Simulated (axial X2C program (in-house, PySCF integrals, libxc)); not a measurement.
Nuclear properties of AlMo

Computed with an axial X2C code built on PySCF integrals: two-component X2C with atomic mean-field Coulomb and Gaunt terms, Gaussian nuclei, basis Mo dyall-cv3z, Al dyall-v3z with contracted cores.

R = 2.747 Å (near the PBE0 minimum at charge 0 of the determinant lowest at the starting distance; the state shown can have its own minimum elsewhere).

Determinant lowest in the PBE0 search, Ω = 5/2 (⟨Sz⟩ = 2.50, ⟨Lz⟩ = 0.00 at PBE0), spin on the atoms Mo 2.64, Al -0.14:

| level | Eeff magnitude (GV/cm) | Ws magnitude Mo (kHz) | A∥/gI Mo (MHz) | qzz Mo (a.u.) | A∥/gI Al (MHz) | qzz Al (a.u.) | μ (D) |
| --- | --- | --- | --- | --- | --- | --- | --- |
| PBE0 | 1.81 | 0.345 | 343 | -0.37 | -2.14 | -1.22 | -1.14 |
| HF | 2.98 | 0.579 | 246 | -0.75 | -6.8 | -1.34 | -0.32 |
| TPSSh | 1.79 | 0.34 | 329 | -0.36 | -2.84 | -1.19 | -1.19 |
| BP86 | 1.32 | 0.243 | 387 | -0.32 | -4.27 | -1.10 | -0.60 |
| PBE50 | 1.93 | 0.372 | 335 | -0.47 | -0.962 | -1.28 | -1.45 |

Eeff is the effective electric field on the electron electric dipole moment in this Ω state and Ws the scalar–pseudoscalar constant of the nucleus named (defined with the proton number Z and per Ω); A∥ (defined per Ω) follows by multiplying with gI = μI/(I μN); qzz is the electric field gradient, eQq0 = 234.96 MHz × Q/barn × qzz; μ is positive if the Al end (last atom) is positive. The operators were transformed with the bare-nucleus X2C matrices; with these basis sets, hyperfine constants and field gradients can be off by tens of per cent, and where levels differ in sign neither size nor sign is settled.

Q: With gI(95Mo) = -0.3657, Q(27Al) = 0.1466 barn (g factors from the IAEA table of nuclear moments by Stone; Q from Pyykkö, Mol. Phys. 2018), turn the PBE0 values of the first state into constants in MHz.

A: A∥(95Mo) = 343 × -0.3657 = -125 MHz; eQq0(27Al) = 234.96 × (0.1466) × (-1.22) = -42 MHz.

Each state is one determinant with collinear spin, which with several unpaired electrons need not be a pure state. Unrestricted Hartree–Fock can overshoot spin polarisation at the nuclei. This is the top spin component of a Σ state; components of lower Ω are not single determinants and can lie lower. With several open shells hyperfine constants can be off by a factor of several. Where Eeff spreads by more than a factor of two the levels disagree and none is to be relied on. States lie within half an eV, so the first need not be the ground state. Further determinants of the search, some of them spin-mixed, are not shown. Where a field gradient or hyperfine factor spreads by more than a factor of two over the levels, a constant derived from it is not to be relied on.
